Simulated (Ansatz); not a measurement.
# Molecular dynamics of BFH2O2

The input (input.yaml):

```yaml
crystal:
  periodic: [false, false, false]
  atoms:
    - { symbol: B, position_ang: [-0.010749, -0.07942, -0.01037] }
    - { symbol: O, position_ang: [-0.015533, -0.066751, 1.365304] }
    - { symbol: H, position_ang: [-0.876758, -0.277663, 1.761393] }
    - { symbol: F, position_ang: [1.157613, 0.205964, -0.607423] }
    - { symbol: O, position_ang: [-1.073429, -0.351946, -0.840224] }
    - { symbol: H, position_ang: [-1.899444, -0.558284, -0.373081] }
basis:
  gaussian: { orbitals: def2-SVP }
hamiltonian:
  xc: revpbe
  dispersion: d4
md:
  timestep: 0.5
  n_steps: 166
  ensemble: nvt_nose_hoover
  temperature: 1000.0
  initial_velocities: maxwell_boltzmann
  seed: 331673
```

Run as:

```bash
$ ansatz run input.yaml --threads 2 --pin off --max-ram 3072MiB --backend cpu --events-out ev --progress --plain --runs-dir out
```

It starts from a relaxed structure.

Output, in part (step lines, the closing report, with atoms numbered from 0):

```
md step     0: t =     0.00 fs  T =  1000.0 K  F+E_penalty+E_count = -7516.16383596 eV  E_kin = 0.517040 eV  conserved = -7515.64679596 eV  (24 SCF iters)
[... lines left out ...]
Total energy: -7515.69334652 eV, -276.1966361646 hartree
Atom 0 at     0.029564    -0.116142     0.014882 Å, force    -0.622873     0.913962    -0.278921 eV/Å
Atom 1 at    -0.061102    -0.035711     1.398090 Å, force     5.118371     2.489912    -2.366033 eV/Å
Atom 2 at    -0.765471    -0.518073     1.627699 Å, force    -4.916765    -2.995170     2.136199 eV/Å
Atom 3 at     1.135984     0.191972    -0.650618 Å, force     0.907838     0.226484     0.349069 eV/Å
Atom 4 at    -1.047033    -0.307398    -0.829336 Å, force    -0.502418    -1.129372     0.500373 eV/Å
Atom 5 at    -1.731090    -0.860084    -0.389261 Å, force     0.015846     0.494183    -0.340688 eV/Å
Dipole moment:    -0.542772    -0.392237     0.303373 e Å
```

The steps, from the saved trajectory:

```csv
time (fs),T (K),potential energy less start (eV),conserved less start (meV/atom)
0,1000,0.000,0.00
2.5,627,0.198,0.88
5,551,0.236,0.72
7.5,400,0.315,0.82
10,421,0.304,0.58
12.5,590,0.213,0.00
15,130,0.458,1.01
17.5,434,0.297,0.31
20,148,0.452,1.37
22.5,616,0.206,0.39
25,386,0.330,0.97
27.5,699,0.164,0.04
30,633,0.202,0.26
32.5,518,0.268,0.93
35,779,0.134,0.54
37.5,494,0.289,1.24
40,714,0.172,0.20
42.5,245,0.422,1.09
45,733,0.166,0.03
47.5,446,0.323,0.90
50,471,0.313,0.74
52.5,287,0.411,0.91
55,337,0.386,0.57
57.5,652,0.222,-0.02
60,329,0.401,1.07
62.5,700,0.209,0.35
65,313,0.421,1.55
67.5,754,0.193,0.47
70,554,0.305,1.09
72.5,1001,0.076,-0.04
75,838,0.170,0.27
77.5,542,0.337,1.06
80,685,0.266,0.71
82.5,404,0.423,1.31
```

The run went to its last step. The conserved energy stayed within 1.7 meV per atom of its start (net change 1.6 meV per atom), so the integration is sound. The mean temperature of the second half is 45 % below the set value. A run of 0.083 ps of so small a system gives no equilibrium averages.

The same pairs are bonded in the first frame and the last. Pairs count as bonded within 1.25 times the sum of covalent radii (0.12 Å more for H–H).

Last frame:

```xyz
6
Properties=species:S:1:pos:R:3
B 0.030 -0.116 0.015
O -0.061 -0.036 1.398
H -0.765 -0.518 1.628
F 1.136 0.192 -0.651
O -1.047 -0.307 -0.829
H -1.731 -0.860 -0.389
```

Time of the run: 58 s on 2 threads of Intel(R) Xeon(R) 6975P-C (Granite Rapids), with other jobs on the host, peak memory 0.14 GiB.
